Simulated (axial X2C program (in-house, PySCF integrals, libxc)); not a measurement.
The numbers below are computed, except where a source is named.
## CrBr⁺: input and output of an open-shell CI run

Program: an axial X2C code built on PySCF integrals.

Input and command:
```json
{"zs": [24, 35], "q": 1, "bas": ["dyall-v2z", "dyall-v2z"], "r0": 2.36, "metal": 0, "shells": [[2, [0, 1, 2], 4], [0, [0], 0], [1, [1], 0]], "fix": 0, "emax": 3.2, "nroots": 4}
```
```bash
python soci.py task.json out
```

Keys: zs atomic numbers; q charge; bas basis sets; r0 starting distance in Å; metal index of the metal atom; shells open shells as [l, |m| values, electrons]; fix electron count of the first shell held; emax energy window in eV; nroots roots for each Ω.

Output at R = 2.326 Å:

```
average of configuration d4 s0 p(π)0
basis functions 126  fitting functions 821
iter      average energy  largest gradient
   1      -3652.548523609   5.15e-01
   2      -3652.627916263   6.01e-03
   3      -3652.628131002   9.42e-04
   4      -3652.628141787   5.20e-04
   5      -3652.628144186   1.13e-04
   6      -3652.628144413   6.56e-05
   7      -3652.628144462   2.38e-05
   8      -3652.628144467   6.93e-06
converged
CI levels
2*Omega        energy/Eh    cm-1   g(par)  dipole/D  leading shell counts
    0     -3652.76839452        0   0.000   -4.040  {'4 0 0': 1.0}
    2     -3652.76837528        4   4.003   -4.040  {'4 0 0': 1.0}
    4     -3652.76831673       17   8.003   -4.039  {'4 0 0': 1.0}
    2     -3652.76117232     1585   5.996   -4.014  {'4 0 0': 1.0}
    0     -3652.76077618     1672   0.000   -4.021  {'4 0 0': 1.0}
    0     -3652.76070352     1688   0.000   -4.020  {'4 0 0': 1.0}
    2     -3652.76030237     1776   2.009   -4.027  {'4 0 0': 1.0}
    4     -3652.75986096     1873   6.005   -4.035  {'4 0 0': 1.0}
    6     -3652.75941200     1971  10.005   -4.042  {'4 0 0': 1.0}
    0     -3652.74897815     4261   0.000   -4.208  {'4 0 0': 1.0}
    0     -3652.74897812     4261   0.000   -4.208  {'4 0 0': 1.0}
    2     -3652.74845127     4377   0.001   -4.207  {'4 0 0': 1.0}
    4     -3652.74793686     4490   4.005   -4.207  {'4 0 0': 1.0}
    6     -3652.74743374     4600   8.008   -4.207  {'4 0 0': 1.0}
    8     -3652.74694101     4709  12.008   -4.208  {'4 0 0': 1.0}
    6     -3652.67842480    19746   4.107   -4.051  {'4 0 0': 1.0}
    8     -3652.67829302    19775   8.040   -4.049  {'4 0 0': 1.0}
   10     -3652.67794710    19851  11.966   -4.049  {'4 0 0': 1.0}
    8     -3652.67686395    20089   9.818   -4.039  {'4 0 0': 1.0}
    6     -3652.67684658    20092   5.932   -4.046  {'4 0 0': 1.0}
    4     -3652.67682997    20096   2.038   -4.055  {'4 0 0': 1.0}
    8     -3652.67623395    20227   6.147   -4.012  {'4 0 0': 1.0}
   10     -3652.67535410    20420  10.040   -4.024  {'4 0 0': 1.0}
   12     -3652.67447737    20612  14.003   -4.039  {'4 0 0': 1.0}
    0     -3652.67243707    21060   0.000   -4.065  {'4 0 0': 1.0}
    0     -3652.67210669    21133   0.000   -4.068  {'4 0 0': 1.0}
    0     -3652.67135561    21298   0.000   -4.056  {'4 0 0': 1.0}
```

Dipoles in the output refer to the first atom as origin, so for this ion they depend on that choice.

There is no dynamic correlation: spin–orbit spacings and, for f shells, spacings inside one term are the most reliable numbers, splittings between terms come out too wide, and energies between configurations are not reliable, so the lowest level need not be the ground state of the molecule. For d shells the ligand-field splittings (σ, π, δ) and their order can be off by a thousand cm⁻¹ or more. At most 4 roots were kept for each Ω > 0 (twice that for Ω = 0) within 3.2 eV of the lowest, so higher up levels can be missing between those listed; levels with Ω > 0 are doubly degenerate and listed once, Ω = 0 levels singly. States that fill the shells left empty in the average are placed too high.
